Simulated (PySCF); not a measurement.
Computed shifts of a molecule C3H8OSi, HF/pcSseg-1 run with PySCF, GIAO, gas phase, atoms alike by connectivity averaged where their shifts nearly agree, in ppm (number of nuclei): ¹³C: 205.2 (1), 30.5 (1), -3.7 (1). ²⁹Si: -39.5 (1). ¹H: 9.75 (1), 4.28 (2), 1.90 (2), 0.47 (3). References: ¹³C against TMS (σ = 192.6 ppm); ²⁹Si against TMS (σ = 393.8 ppm); ¹⁷O against H2O (σ = 333.0 ppm); ¹H against TMS (σ = 31.99 ppm), references at their B3LYP-D3(BJ)/def2-TZVP geometries, non-relativistic. The structure is a stationary point at B3LYP-D3(BJ)/def2-SVP. The values are those of a single conformer.

Which structure fits?
A) C[C@@H]1C[SiH2]O1
B) C=COC[SiH3]
C) C[SiH2]CC=O
D) O[C@H]1C[C@H]1[SiH3]

C, C[SiH2]CC=O
